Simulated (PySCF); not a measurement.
Compound: C3H5ClOSi.
Numbering: `[OH:1][Si@H:2]1[CH2:3][CH:4]=[C:5]1[Cl:6]` (hydrogens: H7 on O1; H8 on Si2; H9, H10 on C3; H11 on C4)

Computed by this run: PBE0-D3(BJ)/def2-SVP geometry optimisation, gas phase (PySCF); density fitting, grid level 1; the optimiser is geomeTRIC in internal coordinates, started from a GFN2-xTB structure with every atom displaced at random (about 0.01 Å).

The end geometry, which sets the zero of energy:
```
atom  x, y, z in Å
O1      2.3097    0.0721    0.5527
Si2     0.9547   -0.1544   -0.3784
C3     -0.5820   -1.0472    0.3101
C4     -1.3208    0.2330   -0.0281
C5     -0.4026    1.1285   -0.4534
Cl6    -0.6715    2.7480   -0.9483
H7      2.1835    0.4573    1.4251
H8      1.4856   -0.6408   -1.6778
H9     -0.5676   -1.2739    1.3893
H10    -0.9430   -1.9415   -0.2243
H11    -2.4061    0.3857    0.0416
```

Problem. These geometries come from the run, each turned onto the end geometry. Order them by energy, lowest first.
A.
```
atom  x, y, z in Å
O1      2.3217    0.0730    0.5547
Si2     0.9602   -0.1451   -0.3589
C3     -0.5734   -1.0403    0.3284
C4     -1.3166    0.2370   -0.0120
C5     -0.4054    1.1318   -0.4569
Cl6    -0.6856    2.7352   -0.9883
H7      2.2173    0.4396    1.4377
H8      1.4548   -0.6199   -1.6786
H9     -0.5860   -1.3133    1.3976
H10    -0.9419   -1.9121   -0.2401
H11    -2.4053    0.3810    0.0250
```
B.
```
atom  x, y, z in Å
O1      2.3381    0.0760    0.5786
Si2     0.9772   -0.1414   -0.3361
C3     -0.5667   -1.0443    0.3194
C4     -1.3026    0.2442    0.0258
C5     -0.4092    1.1228   -0.4813
Cl6    -0.7052    2.7040   -1.0500
H7      2.2383    0.4382    1.4682
H8      1.4273   -0.5889   -1.6814
H9     -0.5876   -1.3463    1.3755
H10    -0.9773   -1.8916   -0.2673
H11    -2.3926    0.3939    0.0572
```
C.
```
atom  x, y, z in Å
O1      2.2824    0.0767    0.5601
Si2     0.9911   -0.1809   -0.4236
C3     -0.6092   -1.0304    0.2615
C4     -1.3216    0.2518    0.0217
C5     -0.4378    1.0719   -0.4938
Cl6    -0.6976    2.7140   -0.9958
H7      2.1855    0.4848    1.4207
H8      1.6511   -0.6529   -1.6276
H9     -0.5935   -1.3022    1.3448
H10    -0.9971   -1.8724   -0.2744
H11    -2.4133    0.4064    0.2150
```

Solution. A (0.008 eV), B (0.055 eV), C (0.183 eV).

In the order of the answer:

```json
{"step": "2", "E above end (eV)": "0.008", "largest force (eV/Å)": "0.26", "rms force component (eV/Å)": "0.079", "rms distance from end (Å)": "0.030", "rms bond change (Å)": "0.002", "bond most changed (Å)": "O1–Si2 -0.006"}
{"step": "1", "E above end (eV)": "0.055", "largest force (eV/Å)": "0.73", "rms force component (eV/Å)": "0.229", "rms distance from end (Å)": "0.064", "rms bond change (Å)": "0.006", "bond most changed (Å)": "Si2–C5 +0.013"}
{"step": "0", "E above end (eV)": "0.183", "largest force (eV/Å)": "2.96", "rms force component (eV/Å)": "0.838", "rms distance from end (Å)": "0.094", "rms bond change (Å)": "0.027", "bond most changed (Å)": "C4=C5 -0.040"}
```

What follows is the cost of the whole optimisation. Time: 37 s; peak memory 0.51 GiB. Hardware: one thread of an Arm Neoverse V2, shared host with 32 logical CPUs at a one-minute load of 21.
